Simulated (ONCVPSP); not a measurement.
nickel: excitation energies, all-electron against ONCV

nickel, optimised norm-conserving Vanderbilt (ONCV), made with ONCVPSP 4.0.1 (PBEsol, scalar-relativistic). Core [Ne], reference 3s2 3p6 3d8 4s1.5 (charge +0.5). Waves: 3s+4s: rc 1.25 bohr, ncon 4, nbas 8, qcut 7.9 1/bohr, 3 projectors, debl 1 Ha; 3p: rc 0.75 bohr, ncon 4, nbas 9, qcut 12.3 1/bohr, 2 projectors, debl 2.2 Ha; 3d: rc 1.05 bohr, ncon 4, nbas 9, qcut 16.9 1/bohr, 2 projectors, debl 3.9 Ha; f scattering state at 0.18 Ha: rc 1.15 bohr, ncon 4, nbas 7, qcut 10 1/bohr, 2 projectors, debl 2.4 Ha. Local part: polynomial inside 0.70 bohr (lpopt 5, dvloc0 1 Ha). Core correction: Teter function, fcfact 2, rcfact 1.05.

In the p channel the program set the typed energies aside and used -2.779, 0.250 Ha.

Energies are relative to the spin-unpolarised reference configuration 3s2 3p6 3d8 4s1.5; without spin polarisation the order of configurations can differ from experiment.

Give the all-electron excitation energy and the error of the potential for: 3s2 3p6 3d8 4s2; 3s2 3p6 3d8 4s1; 3s2 3p6 3d8 4s0; 3s2 3p5 3d8 4s2.

| valence configuration | charge | ΔE all-electron (eV) | error AE − PS (meV) |
| --- | --- | --- | --- |
| 3s2 3p6 3d8 4s2 | 0 | -3.728 | +0.4 |
| 3s2 3p6 3d8 4s1 | +1 | 5.609 | -0.4 |
| 3s2 3p6 3d8 4s0 | +2 | 22.871 | -0.4 |
| 3s2 3p5 3d8 4s2 | +1 | 75.667 | -2.3 |

Levels in the configuration 3s2 3p5 3d8 4s2:

| level | all-electron (eV) | pseudo (eV) |
| --- | --- | --- |
| 3s | -127.924 | -127.955 |
| 3p | -88.208 | -88.156 |
| 3d | -24.824 | -24.841 |
| 4s | -15.126 | -15.123 |
